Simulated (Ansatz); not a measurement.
Bond stretch in HBr, singlet.

Methods: UKS-PBE = unrestricted PBE/def2-SVP in Ansatz (an electronic-structure program); RCCSDT(Q) = CCSDT(Q) on RHF/def2-SVP, cores with 3d frozen run with Ansatz; UCCSDT = CCSDT on UHF/def2-SVP, cores with 3d frozen (Ansatz).

Energies are in kcal/mol, each relative to the lowest point of its own curve near equilibrium.

```
R / Å  UKS-PBE  RCCSDT(Q)  UCCSDT
-----  -------  ---------  ------
1.15      38.8       36.7    36.7
1.23      17.2       15.5    15.5
1.28       9.0        7.7     7.6
1.35       2.4        1.7     1.7
1.40       0.4        0.1     0.1
1.42       0.1        0.0     0.0
1.44       0.0        0.1     0.1
1.48       [?]        1.0     1.0
1.57       [?]        5.4     5.4
1.67      10.7       12.8    12.8
1.75      17.1       19.6    19.6
1.90      30.1       32.8    32.9
2.12      48.9       50.6    50.8
2.37      67.7          —       —
2.56       [?]          —       —
2.84      84.4          —       —
3.16       [?]          —       —
3.48      90.4          —       —
3.84       [?]          —       —
4.30       [?]          —       —
4.98      92.4          —       —
5.68      92.4          —       —
```

**Question.** Complete the blanks.

**Answer.** 
- 1.48, UKS-PBE: 0.5
- 1.57, UKS-PBE: 4.1
- 2.56, UKS-PBE: 77.1
- 3.16, UKS-PBE: 88.4
- 3.84, UKS-PBE: 91.5
- 4.30, UKS-PBE: 92.1

A dash means that the run gave no value there, or that the column was ended at a point which the program doubted or which failed a test of continuity chosen for this set; such a test can also cut sound points.

The unrestricted determinant behind UKS-PBE is spin-contaminated at 2.37 to 5.68 Å (<S²> up to 1.0, against 0.00 for a pure singlet). The T1 diagnostic of CCSD on the restricted reference of RCCSDT(Q) exceeds 0.045 at 3.48 to 5.68 Å. The unrestricted determinant behind UCCSDT is spin-contaminated at 1.90 to 5.68 Å (<S²> up to 1.0, against 0.00 for a pure singlet).
